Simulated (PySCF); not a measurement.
## Electron affinity of Mo by level of theory

Mo- [Kr] 4d5 5s2 (6S) → Mo [Kr] 4d5 5s1 (7S), as a difference of total energies. Computed with PySCF 2.14 in aug-cc-pVTZ-DK (9s8p6d3f2g, 102 functions), with scalar relativity by spin-free X2C-1e. Correlated levels: valence: [Kr] frozen. The calculations carry no spin-orbit coupling.

| method | electron affinity (eV) | error (eV) |
| --- | --- | --- |
| UHF | -0.275 | -1.022 |
| MP2 (valence) | 0.176 | -0.571 |
| SCS-MP2 (valence) | 0.275 | -0.472 |
| CCSD (valence) | 0.551 | -0.196 |
| CCSD(T) (valence) | 0.664 | -0.083 |

Reference: 0.747 eV (measured; photodetachment measurements, as compiled on the Wikipedia data page of electron affinities).

Errors of the correlated levels include the incompleteness of this basis and the frozen core.

A negative affinity means that the anion lies above the atom at that level of theory.

The coupled-cluster amplitudes are large for Mo- (T1 above 0.03 or a double amplitude above 0.15), so a single reference is strained.
